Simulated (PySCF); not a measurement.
Species: C₅H₇Cl₃Si.
Numbering: `[Cl:1][C:2]([Cl:3])([Cl:4])[C@H:5]1[CH:6]=[CH:7][CH2:8][SiH2:9]1`

Cartesian coordinates in Å at the PBE0-D3(BJ)/def2-SVP level; atoms count from 1:
```
atom  x, y, z in Å
Cl1   -1.4026   -1.7908   -0.9971
C2    -1.8177   -0.5764    0.2425
Cl3   -2.9150   -1.3405    1.4332
Cl4   -2.6930    0.7722   -0.5321
C5    -0.5621   -0.0477    0.9155
C6     0.2411   -1.1114    1.6205
C7     1.4920   -1.3638    1.2115
C8     2.0768   -0.5949    0.0588
Si9    0.7385    0.7018   -0.2921
H10   -0.9127    0.7180    1.6291
H11   -0.2187   -1.6643    2.4453
H12    2.0910   -2.1354    1.7085
H13    2.2615   -1.2574   -0.8048
H14    3.0501   -0.1471    0.3190
H15    1.1300    2.0625    0.1830
H16    0.2936    0.7845   -1.7098
```

Probes without a nucleus sit at each ring's centroid and 1 Å off its mean plane on both sides; NICS is minus the shielding there, NICSzz its component along the normal. Level: GIAO PBE0/pcSseg-1 (PySCF, non-relativistic, gas phase) on the PBE0-D3(BJ)/def2-SVP geometry, one conformer.

Ring bond lengths (Å), with Mayer bond orders in brackets: C5–C6 1.508 (1.00), C6–C7 1.340 (1.90), C7–C8 1.504 (1.04), C8–Si9 1.896 (0.90), Si9–C5 1.927 (0.81).

Problem. What do the NICS probes read (ppm)?

Solution. 
```
           ring                                                      type  NICS(0)  NICS(1), two faces  NICS(1)zz, two faces  rms pucker (Å)  centre to ring atoms, mean (Å)
C5–C6–C7–C8–Si9  5-membered ring with Si; formal bonds 1 double, 4 single     -2.5         -2.8 / -3.8           -2.3 / -3.3            0.05                            1.38
```

Problem. What do they say, and how far can they be read as aromaticity?

Solution. 
- C5–C6–C7–C8–Si9: mean NICS(1)zz -2.8 ppm, near zero. C5, C8, Si9 have four or more neighbours, so the value isn't read as a sign of a π ring current.

Problem. What field does 7.05 T along the ring normal induce along that normal at the second NICS(1) probe listed for ring C5–C6–C7–C8–Si9, 1 Å off the ring?

Solution. NICSzz × B0 = -3.3 ppm × 7.05 T = -23 μT, against the applied field.

Problem. List the ring angles and the Hirshfeld charges of the ring atoms.

Solution. 
- C5–C6–C7–C8–Si9: C5 102.0° (-0.138 e), C6 119.2° (-0.066 e), C7 120.0° (-0.034 e), C8 102.5° (-0.160 e), Si9 95.4° (+0.321 e); sum 539.2° against 540° for a flat convex ring.

Problem. How shielded are the nuclei of the rings and their hydrogens (means over atoms taken as equivalent)?

Solution. 
```json
{"atoms": "C5", "environment": "sp3 carbon bound to silicon", "σ isotropic (ppm)": "123.3", "principal values of the symmetric part, first atom (ppm)": "101.2, 119.6, 149.2"}
{"atoms": "C6", "environment": "alkene CH carbon", "σ isotropic (ppm)": "44.2", "principal values of the symmetric part, first atom (ppm)": "-67.0, 65.7, 133.8"}
{"atoms": "C7", "environment": "alkene CH carbon", "σ isotropic (ppm)": "36.6", "principal values of the symmetric part, first atom (ppm)": "-76.3, 46.9, 139.3"}
{"atoms": "C8", "environment": "sp3 carbon bound to silicon", "σ isotropic (ppm)": "169.5", "principal values of the symmetric part, first atom (ppm)": "157.3, 159.0, 192.3"}
{"atoms": "Si9", "environment": "SiH2 silicon", "σ isotropic (ppm)": "373.1", "principal values of the symmetric part, first atom (ppm)": "316.7, 374.8, 427.7"}
{"atoms": "H10", "environment": "methine hydrogen", "σ isotropic (ppm)": "28.01", "principal values of the symmetric part, first atom (ppm)": "24.8, 27.8, 31.4"}
{"atoms": "H11", "environment": "vinylic hydrogen", "σ isotropic (ppm)": "25.06", "principal values of the symmetric part, first atom (ppm)": "21.8, 25.1, 28.3"}
{"atoms": "H12", "environment": "vinylic hydrogen", "σ isotropic (ppm)": "24.89", "principal values of the symmetric part, first atom (ppm)": "22.5, 25.0, 27.2"}
{"atoms": "H13", "environment": "methylene hydrogen", "σ isotropic (ppm)": "29.43", "principal values of the symmetric part, first atom (ppm)": "25.6, 26.7, 36.0"}
{"atoms": "H14", "environment": "methylene hydrogen", "σ isotropic (ppm)": "29.66", "principal values of the symmetric part, first atom (ppm)": "25.1, 26.5, 37.4"}
{"atoms": "H15", "environment": "Si–H hydrogen", "σ isotropic (ppm)": "26.96", "principal values of the symmetric part, first atom (ppm)": "22.9, 25.0, 32.9"}
{"atoms": "H16", "environment": "Si–H hydrogen", "σ isotropic (ppm)": "26.53", "principal values of the symmetric part, first atom (ppm)": "22.7, 26.7, 30.2"}
```

Problem. How do the values depend on the level or the medium?

Solution. 
```tsv
level	NICS(0), C5–C6–C7–C8–Si9	mean NICS(1)zz, C5–C6–C7–C8–Si9
PBE0/pcSseg-1, gas	-2.5	-2.8
wB97X-D/pcSseg-1, gas	-2.3	-2.7
PBE0/pcSseg-1, IEF-PCM chloroform	-2.5	-2.8
```

The geometry is the same throughout; the continuum's cavity takes Bondi-type radii × 1.2.
